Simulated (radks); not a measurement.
Polarisability of the selenium ion Se4+, [Ar] 3d10 4s2, at imaginary frequency. Calculated with a radial shooting solver on a logarithmic mesh with Libxc functionals: scalar-relativistic Kohn-Sham, exchange-only LDA, spin-polarised, spherical densities, finite nucleus; Fermi nuclear charge, rms radius 4.14 fm. Response by self-consistent Sternheimer equations with the Hartree and adiabatic exchange-only LDA kernel, the relativistic mass of each level held fixed and spin-orbit coupling left out.

| w (hartree) | alpha1(iw) (bohr^3) | alpha2(iw) (bohr^5) |
|---|---|---|
| 0.00266 | 4.650 | 7.956 |
| 0.0143 | 4.647 | 7.955 |
| 0.0360 | 4.636 | 7.949 |
| 0.0697 | 4.598 | 7.930 |
| 0.118 | 4.504 | 7.883 |
| 0.186 | 4.307 | 7.778 |
| 0.280 | 3.945 | 7.563 |
| 0.413 | 3.370 | 7.149 |
| 0.605 | 2.614 | 6.413 |
| 0.892 | 1.821 | 5.243 |
| 1.35 | 1.160 | 3.701 |
| 2.12 | 0.6964 | 2.145 |
| 3.59 | 0.3920 | 0.9949 |
| 6.94 | 0.1834 | 0.3544 |
| 17.5 | 0.04986 | 0.07511 |

Static values: alpha1 = 4.650 bohr^3 (0.6890 angstrom^3; uncoupled 7.903), alpha2 = 7.956 bohr^5, alpha3 = 25.49 bohr^7. C6 = 12.11, C8 = 132.0, triple-dipole C9 = 39.27 atomic units. One-pole (London) frequency 4 C6 / (3 alpha1^2) = 0.747 hartree, against 2.230 for minus the highest occupied eigenvalue.
